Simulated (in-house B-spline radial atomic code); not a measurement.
A fraction x of an electron is removed from 3d in Ge V (Ge4+), starting from [Ar] 3d10 and keeping the highest spin. Method: scalar-relativistic (X2C) PW91, spin-polarised, spherical fractional occupations, Fermi nucleus of rms radius 4.0742 fm. Calculated with an all-electron radial atomic-structure program (B-spline basis).

| x | E(x) - E(0) (eV) | 3d down level (eV) |
| --- | --- | --- |
| 0 | 0.0000 | -78.166 |
| 0.03 | 2.3560 | -78.901 |
| 0.19 | 15.2958 | -82.856 |
| 0.26 | 21.1569 | -84.605 |
| 0.38 | 31.4905 | -87.628 |
| 0.5 | 42.1888 | -90.682 |
| 0.52 | 44.0076 | -91.195 |
| 0.63 | 54.1945 | -94.027 |
| 0.75 | 65.6646 | -97.147 |
| 0.99 | 89.7371 | -103.477 |
| 1 | 90.7732 | -103.744 |

The exact functional would give a straight line between the two integer points. Deviations E(x) - E(0) - x[E(1) - E(0)], in eV: -0.367 at x = 0.03, -1.951 at x = 0.19, -2.444 at x = 0.26, -3.003 at x = 0.38, -3.198 at x = 0.5, -3.194 at x = 0.52, -2.993 at x = 0.63, -2.415 at x = 0.75, -0.128 at x = 0.99.

The curve lies below the straight line by up to 3.198 eV (at x = 0.5): convex, the delocalisation error that favours fractional charges.

**Question.** How well does Slater's transition state (minus the level at half occupation) give the ionisation energy?

**Answer.** It gives 90.682 eV against 90.773 eV from the two total energies; NIST lists 90.50 eV, ground level to ground level.
